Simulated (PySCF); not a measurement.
A structure optimised at PBE-D3(BJ)/def2-SVP, used in a PySCF frequency run:

```
Si
H 1 1.4988
C 1 1.8353 2 109.62
C 3 1.2288 2 148.96 1 178.47
H 4 1.0827 2 158.33 1 179.80
C 1 1.8662 2 112.30 3 -122.31
C 6 1.3479 1 123.28 2 122.26
H 7 1.1037 6 121.92 1 -179.81
H 7 1.1039 8 116.58 6 179.95
H 6 1.1059 7 119.14 8 0.27
Cl 1 2.0892 2 106.49 3 117.97
```

**Question.** Write its SMILES and formula.

**Answer.** C#C[Si@H](Cl)C=C, C4H5ClSi

**Question.** What are its rotational constants (standard atomic weights)?

**Answer.** 2.4801, 1.8573, 1.1847 GHz
